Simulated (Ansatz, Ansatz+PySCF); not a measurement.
```xyz
2

C     0.0000    0.0000    0.0000
C     0.0000    0.0000    1.3200
```

Basis set: cc-pVDZ (spherical functions). Frozen core: 2 orbitals. Charge 0, multiplicity 1.

Computed with Ansatz (development build ahead of 0.2.0); the reference of a correlated method needn't be the lowest determinant of its kind.

(1) Give the atomization energy at this shape (free ground-state atoms in the same class of orbitals less the molecule, no zero-point energy) of singlet C2 by UHF-CCSD(T), UHF-CCSD.

Answers

(1)

```tsv
method	atomization energy
UHF-CCSD(T)	5.56 eV
UHF-CCSD	5.09 eV
```

Caution: large amplitudes, a single reference is doubtful; the determinant may break the point group; the program doubts this total; the reference determinant was not shown to be the lowest; the shape is not the minimum; the unrestricted determinant is a mixture of spin states.
